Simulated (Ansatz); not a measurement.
Basis sets compared for Cd₄H₁₄S₄. Charge 0, multiplicity 1. Geometry PBE-D4/def2-SVP. Ansatz on 2 threads of AMD EPYC 7R13 on a shared host and a share (18 GiB) of an NVIDIA H100 80GB HBM3; times are rough, and most runs start from earlier orbitals.

Cartesian coordinates in Å:
```
Cd 1.469 -2.278 1.383
S -1.204 0.590 2.257
Cd 1.314 -0.646 -1.315
S -1.050 -1.685 -0.275
S 1.182 1.926 -0.903
Cd -0.859 2.615 0.443
Cd -1.126 -1.391 -3.009
S -2.406 1.088 -1.586
H 1.280 -0.696 2.116
H 1.647 -3.952 1.219
H 0.074 -0.092 2.177
H -0.817 1.372 3.306
H 3.195 0.888 1.991
H 2.568 -1.549 -0.502
H -0.889 -3.027 -0.446
H 3.752 1.415 1.907
H 2.055 1.912 0.144
H -1.748 3.998 0.877
H -2.395 -2.017 -3.931
H 0.588 -0.686 -3.075
H -3.201 0.313 -0.796
H -3.429 1.900 -1.983
```

In the def2 sets Cd takes a core potential; there is no spin–orbit coupling. In the singlet geometry the species has come apart into loosely held pieces. In the singlet, H13 and H16 lie 0.77 Å apart (atoms count from 1), so H2 has formed as a molecule.

Binding counts from free atoms (Cd singlet, S triplet, H doublet) in the same basis, without a counterpoise term.

| level | functions | energy (Eh) | HOMO (eV) | LUMO (eV) | binding per atom (eV) | wall time |
| --- | --- | --- | --- | --- | --- | --- |
| PBE-D4/def2-SVP | 266 | -2270.8784 | -6.04 | -1.88 | 2.11 | 5.5 s |
| PBE0-D4/def2-SVP | 266 | -2270.9929 | -7.16 | -1.11 | 2.10 | 6.5 s |

(1) Estimate the rows for PBE-D4/def2-TZVP, PBE0-D4/def2-TZVP (with forces).

Results:

(1) 
```tsv
level	functions	energy (Eh)	HOMO (eV)	LUMO (eV)	binding per atom (eV)	wall time
PBE-D4/def2-TZVP	392	-2271.6032	-6.10	-1.97	2.10	5.5 s
PBE0-D4/def2-TZVP (with forces)	392	-2271.7029	-7.19	-1.17	2.10	10 s
```
